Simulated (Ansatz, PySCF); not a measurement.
System: S$_{2}$O$_{2}$, charge 0, multiplicity 1. SMILES: O=[S][S]=O
Geometry from a B3LYP-D3(BJ)/def2-TZVP (Ansatz, a first-principles code) optimisation:
```
S
O 1 1.4720
S 1 2.0125 2 114.63
O 3 1.4720 1 114.63 2 0.00
```
Charge 0, spin multiplicity 1.

Property: atomisation energy (electronic, to ground-state atoms), in eV. Valence correlation only, unless marked. UHF or UKS for open shells. No spin-orbit coupling. Non-relativistic. The coupled-cluster limit lacks core correlation, which all-electron functionals hold. Basis-set limits of correlation are two-point, X^-3; Hartree-Fock from the larger set. The bracket is a focal-point correction in the basis named.

The Hartree-Fock reference is unstable (checked in the largest basis), which strains HF and MP2. 

| level | program | atomisation energy (eV) |
|---|---|---|
| PBE0-D4/def2-TZVPD | Ansatz + dftd4 | (withheld) |
| TPSSh/def2-TZVPD | PySCF | (withheld) |
| r2SCANh/def2-TZVPD | Ansatz | (withheld) |
| CAM-B3LYP-D3(BJ)/def2-TZVPD | Ansatz + dftd3 | 11.92 |
| wB97M-V/def2-TZVPD | Ansatz | 12.22 |
| B2PLYP/def2-TZVPD | Ansatz | 12.27 |
| PBE-QIDH/def2-TZVPD | Ansatz | (withheld) |
| SCS-MP2/aug-cc-pV(D+d)Z | Ansatz | 10.95 |
| RI-MP2/CBS(aug-cc-pV(T+d)Z,aug-cc-pV(Q+d)Z)+[CCSD(T)-MP2]/aug-cc-pV(T+d)Z | Ansatz | 12.40 |

**Question.** What belongs in the gaps?

**Answer.** 
- PBE0-D4/def2-TZVPD, atomisation energy (eV): 12.38
- TPSSh/def2-TZVPD, atomisation energy (eV): 12.17
- r2SCANh/def2-TZVPD, atomisation energy (eV): 12.35
- PBE-QIDH/def2-TZVPD, atomisation energy (eV): 11.89
